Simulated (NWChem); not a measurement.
A series in which one site is exchanged, each optimised at PBE0/def2-SVP with NWChem, gas phase unless a solvent is named. All stand in one matching conformer (torsions within 35°), which need not be the lowest. This build's default masses of Se (78.918 u) and Br (79.917 u) are each other's, which moves their modes by up to 0.6 %. Some are not confirmed as minima by frequencies. def2 effective core potentials on I; no spin-orbit coupling.

A: OBCl (BH₂OCl; site = Cl)
B: OBI (BH2OI; site = I)
C: BO (BH3O; site = H)
D: OBBr (BH₂OBr; site = Br)

| quantity | A | B | C | D |
|---|---|---|---|---|
| dipole (D), PBE0/def2-SVP | [?] | 1.37 | 1.74 | 1.33 |
| orbital gap (eV), PBE0/def2-SVP | [?] | 6.99 | 8.54 | 8.02 |
| static polarisability, B3LYP/def2-SVPD (bohr³) | [?] | 55.2 | 21.6 | 41.5 |
| lowest singlet excitation, B3LYP/def2-SVPD, TDA (eV) | [?] | 5.21 | 6.41 | 6.11 |

Q: Fill in the missing entries.

A: 
- dipole (D), PBE0/def2-SVP, A: 1.34
- orbital gap (eV), PBE0/def2-SVP, A: 8.89
- static polarisability, B3LYP/def2-SVPD (bohr³), A: 33.9
- lowest singlet excitation, B3LYP/def2-SVPD, TDA (eV), A: 6.86
